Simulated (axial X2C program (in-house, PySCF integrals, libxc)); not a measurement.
# Nuclear properties of SnBr

Calculated with an axial X2C code built on PySCF integrals: two-component X2C with atomic mean-field Coulomb and Gaunt terms, Gaussian nuclei, basis Sn dyall-cv3z, Br dyall-cv3z with contracted cores.

R = 2.525 Å (near the PBE0 minimum at charge 0 of the determinant lowest at the starting distance; the state shown can have its own minimum elsewhere).

Input and command:
```json
{"zs": [50, 35], "q": 0, "bas": ["dyall-cv3z", "dyall-cv3z"], "r0": 2.54, "levels": ["PBE0", "HF", "r2SCAN", "LDA", "TPSSh"], "nst": 3}
```
```bash
python soeom.py task.json out
```

Keys: zs atomic numbers; q charge; bas basis sets; r0 starting distance in Å; levels methods; nst determinants followed.

Determinant lowest in the PBE0 search, Ω = 1/2 (⟨Sz⟩ = -0.50, ⟨Lz⟩ = 1.00 at PBE0), spin on the atoms Sn -0.49, Br 0.00:

```tsv
level	Eeff magnitude (GV/cm)	Ws magnitude Sn (kHz)	A∥/gI Sn (MHz)	qzz Sn (a.u.)	A∥/gI Br (MHz)	qzz Br (a.u.)	μ (D)
PBE0	0.781	0.796	2710	-0.58	274	2.92	-2.51
HF	0.0215	0.166	2540	-0.74	172	2.96	-2.90
r2SCAN	0.185	0.375	2860	-0.48	285	2.76	-2.31
LDA	1.2	1.31	2690	-0.46	339	2.81	-2.24
TPSSh	0.648	0.662	2680	-0.46	289	2.82	-2.41
```

Determinant 0.32 eV from it at PBE0 and this distance, Ω = 3/2 (⟨Sz⟩ = 0.50, ⟨Lz⟩ = 1.00 at PBE0), spin on the atoms Sn 0.50, Br 0.00:

| level | Eeff magnitude (GV/cm) | Ws magnitude Sn (kHz) | A∥/gI Sn (MHz) | qzz Sn (a.u.) | A∥/gI Br (MHz) | qzz Br (a.u.) | μ (D) |
| --- | --- | --- | --- | --- | --- | --- | --- |
| PBE0 | 1.38 | 0.51 | 252 | -1.13 | 67.4 | 2.97 | -2.39 |
| HF | 4.89 | 1.87 | 262 | -1.32 | 54.2 | 3.03 | -2.79 |
| r2SCAN | 1.99 | 0.78 | 160 | -1.01 | 91.4 | 2.79 | -2.20 |
| LDA | 0.653 | 0.225 | 293 | -1.00 | 77.5 | 2.85 | -2.12 |
| TPSSh | 1.24 | 0.459 | 250 | -0.99 | 73.8 | 2.85 | -2.29 |

Eeff is the effective electric field on the electron electric dipole moment in this Ω state and Ws the scalar–pseudoscalar constant of the nucleus named (defined with the proton number Z and per Ω); A∥ (defined per Ω) follows by multiplying with gI = μI/(I μN); qzz is the electric field gradient, eQq0 = 234.96 MHz × Q/barn × qzz; μ is positive if the Br end (last atom) is positive. The operators were transformed with the bare-nucleus X2C matrices; with these basis sets, hyperfine constants and field gradients can be off by tens of per cent, and where levels differ in sign neither size nor sign is settled.

(1) With gI(119Sn) = -2.0946, gI(79Br) = 1.4043, Q(79Br) = 0.3087 barn (g factors from the IAEA table of nuclear moments by Stone; Q from Pyykkö, Mol. Phys. 2018), turn the PBE0 values of the first state into constants in MHz.

Each state is one determinant with collinear spin. Unrestricted Hartree–Fock can overshoot spin polarisation at the nuclei. In the state Ω = 1/2 the sign of Eeff differs between levels (r2SCAN against PBE0). Where Eeff spreads by more than a factor of two the levels disagree and none is to be relied on. The search compared states at one distance, so a state with another bond length can lie lower. The sign of Ws at Sn differs between levels in the first state. PBE0 term energies can be off by some tenths of an eV.

Answers

(1) A∥(119Sn) = 2710 × -2.0946 = -5680 MHz; A∥(79Br) = 274 × 1.4043 = 385 MHz; eQq0(79Br) = 234.96 × (0.3087) × (2.92) = 212 MHz.
